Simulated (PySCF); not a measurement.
Sn(H)(F)2(OMe) (CH₄F₂OSn), SMILES [F][SnH]([F])[O]C.

Geometry optimised at PBE-D3(BJ)/def2-SVP. The structure was generated by enumeration; whether it is a known compound was not checked. The def2 effective core potentials stand for the cores of Sn; spin–orbit coupling is left out. Other conformers were not sampled.

Method: PBE-D3(BJ)/def2-SVP in PySCF 2.14.0.

Frequencies are harmonic and unscaled.

```csv
mode,ν (cm⁻¹),IR (km/mol),moving atoms (share of kinetic energy)
1,30,2.7,"F 44 %, C 28 %, H 21 %"
2,109,1.4,H 90 %
3,110,16.0,"F 49 %, C 28 %, H 16 %"
4,168,11.8,"F 87 %, Sn 11 %"
5,180,16.8,"O 57 %, F 24 %, H 11 %"
6,259,26.7,"O 29 %, C 23 %, Sn 22 %, H 14 %, F 12 %"
7,500,41.6,H 89 %
8,516,40.4,H 96 %
9,553,48.7,"O 65 %, H 13 %, Sn 12 %"
10,611,48.3,"F 85 %, Sn 13 %"
11,620,58.3,"F 84 %, Sn 16 %"
12,1057,169.5,"O 51 %, C 45 %"
13,1126,0.0,"H 77 %, C 18 %"
14,1141,1.7,"H 75 %, C 19 %"
15,1410,15.2,"H 89 %, C 9 %"
16,1410,4.1,H 97 %
17,1429,14.3,H 95 %
18,1913,67.5,H 99 %
19,2923,70.1,H 97 %
20,3001,28.8,"H 90 %, C 10 %"
21,3035,16.8,"H 91 %, C 9 %"
```
